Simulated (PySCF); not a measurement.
## H₆BSi₂, SMILES `[SiH3][B][SiH3]` (charge 0, multiplicity 2)

Computed with PBE-D3(BJ)/def2-TZVP // M06-2X/def2-TZVP in PySCF.

| Item | Result |
|---|---|
| highest occupied spin orbital | -4.53 eV |
| dipole moment | 0.11 D |
| total energy | -16517.22 eV |
| cost | roughly 4 core-minutes |

```xyz
9

Si     1.9560     0.1395     0.0790
B     -0.0071     0.1098     0.1068
Si    -1.9582    -0.0759    -0.0140
H      2.3001    -0.8843    -0.9387
H      2.5817    -0.2390     1.3665
H      2.5280     1.4397    -0.3389
H     -2.5985    -0.4908     1.2550
H     -2.6496     1.1421    -0.4945
H     -2.1390    -1.1548    -1.0166
```
Charge 0, spin multiplicity 2.
